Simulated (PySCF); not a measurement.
Labels have come off several samples. The candidates:

A. SMILES C(/C(=C/CC=C)C)(Cl)Cl
B. `c1(O)c(C=O)cccc1`
C. SMILES C#CC1=C(OCC)C1=O
D. SMILES C(/C(C#C)=C(/C)CC=C)C

Spectrum 1. $^{13}$C{$^{1}$H} NMR (computed): δ 152.6 (C), 145.1 (CH), 124.9 (C), 122.9 (CH2), 89.6 (C), 88.6 (CH), 43.2 (CH2), 31.0 (CH2), 23.9 (CH3), 16.5 (CH3).

Spectrum 2. $^{13}$C{$^{1}$H} NMR (computed): δ 143.9 (C), 143.6 (CH), 134.2 (CH), 123.1 (CH2), 92.3 (CH), 39.1 (CH2), 12.2 (CH3).

Spectrum 3. $^{13}$C{$^{1}$H} NMR (computed): δ 169.0 (C), 141.9 (C), 118.3 (C), 94.3 (CH), 71.5 (CH2), 71.2 (C), 17.2 (CH3).

Spectrum 4. $^{13}$C{$^{1}$H} NMR (computed): δ 201.9 (CH), 171.9 (C), 143.0 (CH), 139.8 (CH), 123.7 (CH), 123.6 (C), 123.2 (CH).

Computational details: geometry from GFN2-xTB, PBE0/pcSseg-1 with gauge-including orbitals, in PySCF (a single conformation, gas phase, equivalent nuclei averaged, no relativistic terms).

Referencing at the same level of theory: $^{13}$C (σref 186.93) vs TMS. Shifts are as computed. Against solution values, carbons near 30 ppm lie about +3 ppm off and those near 130 ppm about +5 ppm; carbons on Cl a further +6 ppm. Of 1211 compounds with measured shifts, 218 miss one by over three times the rms of a fit or turn the order of signals round; such compounds aren't used in these exercises. Carbons bonded to Cl come out too deshielded.

Match each spectrum to its structure.

## Answers

1–D, 2–A, 3–C, 4–B.

- Spectrum 1 (D): 10 $^{13}$C signals; δC 152.6 is a fully substituted alkene carbon; δC 145.1 is an alkene CH.
- Spectrum 2 (A): 7 $^{13}$C signals; δC 143.9 is a fully substituted alkene carbon; δC 143.6 is an alkene CH.
- Spectrum 3 (C): 7 $^{13}$C signals; δC 94.3 is a terminal alkyne carbon; δC 71.5 is an sp3 CH2 bonded to O.
- Spectrum 4 (B): 7 $^{13}$C signals; δC 201.9 is an aldehyde carbonyl carbon; δC 171.9 is an aromatic carbon bearing oxygen.
